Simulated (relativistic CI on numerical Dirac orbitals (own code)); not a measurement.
Sensitivity of the levels of Sc7+ to α and to the nuclear radius

Method of calculation: Dirac-Coulomb-Breit CI, separate exchange-only KLI orbitals for each configuration, derivatives by finite differences, unscaled Slater integrals, QED left out (own radial code, finite nucleus).

Configurations in the expansion (outside the closed core [Ne]): 3s²3p², 3s3p³, 3s²3p3d, 3p⁴, 3s3p²3d, 3p³3d, 3s²3d², 3s3d³, 3p²3d², 3p3d³. Double excitations out of closed p, d and f shells are left out; levels of such configurations are missing from the list, as are those of other unlisted configurations, and high levels can miss mixing partners.

With x = (α/α₀)² − 1 an excitation energy changes as ω = ω₀ + qx; K = 2q/ω₀ is the relative enhancement. Terms are leading LS components, so labels can repeat. The field-shift factor is F = δν/δ⟨r²⟩ for the transition from the lowest level.

Lowest level 3s²3p² ³P0.

| Level | ω₀ (cm⁻¹) | q (cm⁻¹) | F (GHz/fm²) |
| --- | --- | --- | --- |
| 3s²3p² ³P1 | 2205 | 2632 | -0.00184 |
| 3s²3p² ³P2 | 5443 | 5605 | -0.00509 |
| 3s²3p² ¹D2 | 27694 | 5019 | 0.0185 |
| 3s²3p² ¹S0 | 58640 | 5473 | -0.0812 |
| 3s3p³ ⁵S°2 | 132522 | 9746 | -4.53 |
| 3s3p³ ³D°1 | 185975 | 9062 | -3.97 |
| 3s3p³ ³D°2 | 186069 | 9130 | -3.98 |
| 3s3p³ ³D°3 | 186500 | 9839 | -3.99 |
| 3s3p³ ³P°2 | 218331 | 9822 | -3.84 |
| 3s3p³ ³P°0 | 218442 | 9865 | -3.88 |
| 3s3p³ ³P°1 | 218450 | 9960 | -3.87 |
| 3s3p³ ¹D°2 | 235336 | 9379 | -2.6 |
| 3s3p³ ³S°1 | 283194 | 10200 | -4.96 |

At this charge configurations can still be misplaced by up to about 7 % of their energy.

(1) Which transition from the lowest level has the largest |K|?

Results:

(1) 3s²3p² ³P1 at 2205 cm⁻¹, K = 2.39.
